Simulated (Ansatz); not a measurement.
`CC(C)(C)[NH][In]([Cl])[Cl]` and `[CH3][SnH]([F])[NH]C(C)(C)C` differ in one atom or group.

Ansatz, PBE0-D4/def2-TZVP geometries, multiplicity 1. Each molecule was computed in one conformer, which needn't be the lowest.

Elements past krypton have def2 core potentials.

| property | `CC(C)(C)[NH][In]([Cl])[Cl]` |
| --- | --- |
| HOMO energy (PBE/def2-TZVPP) / eV | -5.97 |
| HOMO–LUMO gap (B3LYP/def2-TZVPP) / eV | 4.84 |
| HOMO–LUMO gap (ωB97M-V/def2-TZVPP) / eV | 9.53 |
| LUMO energy (PBE/def2-TZVPP) / eV | -2.77 |
| HOMO energy (B3LYP/def2-TZVPP) / eV | -7.04 |
| size of the dipole moment (B3LYP/def2-TZVPP) / D | 3.71 |

Give the same properties after the change, and the shifts. (Best estimate.)

Ansatz gave: 
```
                                        property  `[CH3][SnH]([F])[NH]C(C)(C)C`  shift
               HOMO energy (PBE/def2-TZVPP) / eV                          -5.29   0.68
           HOMO–LUMO gap (B3LYP/def2-TZVPP) / eV                           6.15   1.31
         HOMO–LUMO gap (ωB97M-V/def2-TZVPP) / eV                          10.61   1.08
               LUMO energy (PBE/def2-TZVPP) / eV                          -0.90   1.87
             HOMO energy (B3LYP/def2-TZVPP) / eV                          -6.43   0.61
size of the dipole moment (B3LYP/def2-TZVPP) / D                           2.97  -0.74
```

With PBE0 the HOMO rises by 0.60 eV and the LUMO rises by 1.95 eV, so the gap widens by about 1.35 eV. PBE moves the HOMO by 0.68 eV and ωB97M-V by 0.57 eV. Dipoles are sizes alone; their direction can turn.

Positive LUMOs are unbound, so they and the gaps depend on the basis.

B3LYP here is the variant with VWN-RPA as its local correlation; programs differ in this.
